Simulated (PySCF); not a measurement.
**MGa cations for M along the halogens**

CCSD(T) with double-zeta basis sets in PySCF, for the lowest determinant that a PBE0 search found; no spin–orbit coupling. De refers to high-spin ground-configuration atoms (the charge goes to the atom of lower measured ionisation energy or higher electron affinity, which is not always the lowest computed limit).

| M | basis | reference, frozen orbitals | charged atom | state (unpaired electrons) | Re (Å) | ωe (cm⁻¹) | De (eV) |
| --- | --- | --- | --- | --- | --- | --- | --- |
| F | aug-cc-pVDZ-PP/aug-cc-pVDZ | UHF, 5 | Ga+ | doublet (σ ↑) | 1.715 | 718 | 1.36 |
| Cl | cc-pVDZ-PP/cc-pV(D+d)Z | UHF, 9 | Ga+ | doublet (σ ↑) | 2.125 | 393 | 0.56 |
| Br | cc-pVDZ-PP | UHF, 8 | Ga+ | doublet (σ ↑) | 2.283 | 267 | 0.44 |

The shortest bond is that of GaF⁺ (1.715 Å), the longest that of GaBr⁺ (2.283 Å).

The rows differ in basis set, which adds steps of its own.

Down a group the atoms grow and get heavier, so bonds lengthen and wavenumbers fall; this series shows no clear exception.

Correlated steps freeze the inner cores (5 to 9 orbitals); shallow outer-core shells are correlated. Weak bonds: GaBr⁺. Basis-set superposition, not corrected here, can be much of De in a small basis, most of all at correlated wavefunction levels. Spin–orbit coupling is left out. For an ion De counts to the pair picked by the measured ionisation energies or electron affinities, which need not be the lowest pair at this level. States were picked by a PBE0 search and need not be the measured ground states.
